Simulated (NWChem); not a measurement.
Species: H$_{2}$SeO$_{2}$; SMILES O[Se]O

```xyz
5

Se     0.3926    -0.0102     0.0000
O     -0.7306    -0.0904     1.3936
H     -0.9998     0.8128     1.6068
O     -0.7306    -0.0904    -1.3936
H     -0.9998     0.8128    -1.6068
```
Atoms are numbered in this order, from 1.

Results from NWChem. Structure relaxed at the PBE0/def2-SVP level. Vzz is the largest principal value of the second derivative of the potential at the nucleus (NWChem prints the opposite sign); η is the asymmetry. Non-relativistic.

### Question
Estimate the computed values for PBE0/cc-pVTZ. Quantities: Vzz Se1 (a.u.); η Se1; Vzz O4 (a.u.); η O4.

### Answer
* **Vzz Se1 (a.u.)**: -9.291
* **η Se1**: 0.32
* **Vzz O4 (a.u.)**: 1.504
* **η O4**: 0.96
